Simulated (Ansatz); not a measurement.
Si$_{2}$NH$_{9}$O, closed shell: at the end structure of a reaction step.

The input file, in.yaml:

```yaml
crystal:
  periodic: [false, false, false]
  atoms:
    - {symbol: Si, position_ang: [-0.090046, -0.321351, 0.189933]}
    - {symbol: N, position_ang: [1.786170, -1.550675, 1.486863]}
    - {symbol: O, position_ang: [-1.317246, 0.439505, -0.635658]}
    - {symbol: Si, position_ang: [-1.679117, 1.717037, -1.570041]}
    - {symbol: H, position_ang: [0.296114, 0.622466, 1.268394]}
    - {symbol: H, position_ang: [-0.730401, -1.565235, 0.672083]}
    - {symbol: H, position_ang: [2.648838, -1.020082, 1.472801]}
    - {symbol: H, position_ang: [0.980247, -0.534907, -0.816529]}
    - {symbol: H, position_ang: [1.529640, -1.693969, 2.456234]}
    - {symbol: H, position_ang: [1.978005, -2.459346, 1.082525]}
    - {symbol: H, position_ang: [-1.535020, 2.991811, -0.812797]}
    - {symbol: H, position_ang: [-0.782928, 1.781362, -2.758812]}
    - {symbol: H, position_ang: [-3.084355, 1.593284, -2.034995]}
basis:
  gaussian: {orbitals: def2-TZVPP}
hamiltonian: {xc: {name: B2PLYP}}
```

Run by:

```bash
ansatz run in.yaml --threads 8 --pin off --events-out ev --progress --plain --max-ram 19148MiB
```

Output of Ansatz 0.2.0:

```
Functional definition: B2PLYP
  name "B2PLYP"
  cite "Grimme, J. Chem. Phys. 124, 034108 (2006) doi:10.1063/1.2148954"
  cite "Becke, Phys. Rev. A 38, 3098 (1988) doi:10.1103/PhysRevA.38.3098"
  cite "Lee, Yang & Parr, Phys. Rev. B 37, 785 (1988) doi:10.1103/PhysRevB.37.785"
  parameter a = 0.53
  parameter c = 0.27
  exchange = (1 - a)*b88_x + a*exact_x
  correlation = (1 - c)*lyp_c + c*(mp2_os + mp2_ss)
1545 factors; integrals over basis functions are off by at most 1.1e-3 eV
mean field evaluation 1: about -19420.7939 eV, gradient 6.3e1 eV
mean field evaluation 2: about -19420.9333 eV, gradient 6.3e1 eV
mean field evaluation 4: about -19427.5068 eV, gradient 6.8e0 eV
mean field evaluation 8: about -19427.5953 eV, gradient 2.9e-1 eV
mean field evaluation 16: about -19427.5955 eV, gradient 1.8e-5 eV
mean field -19427.59546066 eV, -713.9509646819 hartree, gradient 4.4e-6 eV, S^2 0.000000; 0 other end points of the search recorded, 0 dependent functions left out
12 core orbitals not correlated: weight in the atoms' cores, before any rotation towards them, 1.000 or more for the frozen orbitals, at most 0.000 for the correlated occupied ones
reference -19427.59565932 eV, -713.9509719828 hartree; 14, 14 occupied and 246, 246 virtual orbitals, 1545 factors
second order -24.10943382 eV of doubles, -0.00000000 eV of singles
Total energy: -19434.10520645 eV, -714.1901934276 hartree
```

The run took 2.6 s on 8 CPU threads of an Intel Xeon Platinum 8375C (shared host), with 0.68 GiB of host memory at its peak.
